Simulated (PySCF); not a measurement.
Species: C3H13OPSi2.
Cartesian coordinates in Å at the PBE0-D3(BJ)/def2-SVP level; atoms count from 1:
```xyz
20
C3H13OPSi2 angstrom
C     -1.845   -0.757    0.966
C     -1.279   -0.087   -0.273
C     -2.339    0.602   -1.108
O     -0.314    0.889    0.081
Si     1.195    0.568    0.718
Si     2.131   -1.349   -0.275
P      2.406    2.432    0.327
H     -1.056   -1.275    1.535
H     -2.608   -1.503    0.699
H     -2.304   -0.005    1.626
H     -0.790   -0.864   -0.900
H     -2.840    1.381   -0.513
H     -1.880    1.081   -1.984
H     -3.095   -0.118   -1.454
H      1.158    0.387    2.207
H      3.533   -1.511    0.224
H      1.372   -2.602    0.036
H      2.172   -1.177   -1.761
H      2.748    2.058   -1.010
H      3.588    1.853    0.888
```

The closed-shell ground state was solved at several levels (PySCF, density fitting, gas phase, non-relativistic).

```json
{"level": "HF/pcSseg-1", "basis functions": "205", "HOMO (eV)": "-9.69", "LUMO (eV)": "3.12", "gap (eV)": "12.81", "dipole (D)": "2.05"}
{"level": "PBE0/def2-SVPD", "basis functions": "259", "HOMO (eV)": "-7.22", "LUMO (eV)": "-0.24", "gap (eV)": "6.98", "dipole (D)": "1.50"}
```

Question: What might PBE0/pcSseg-1 (205 basis functions) give for the same quantities?

Answer: HOMO -7.28 eV, LUMO -0.25 eV, gap 7.03 eV, dipole 1.77 D.

Question: Over all these levels, which gives the widest orbital gap and which the narrowest?

Answer: HF/pcSseg-1 (Hartree–Fock, all exact exchange) has the widest, 12.81 eV, and PBE0/def2-SVPD (global hybrid, 25 % exact exchange) the narrowest, 6.98 eV. Functional and basis both differ between the two, so the spread mixes both effects. The HOMO need not be the same orbital at Hartree–Fock and at DFT levels.

Question: How far do the dipole and the HOMO energy spread over the levels?

Answer: The dipole runs from 1.50 to 2.05 D (mean 1.77 D) and the HOMO from -9.69 to -7.22 eV.

One conformer stands for the species.
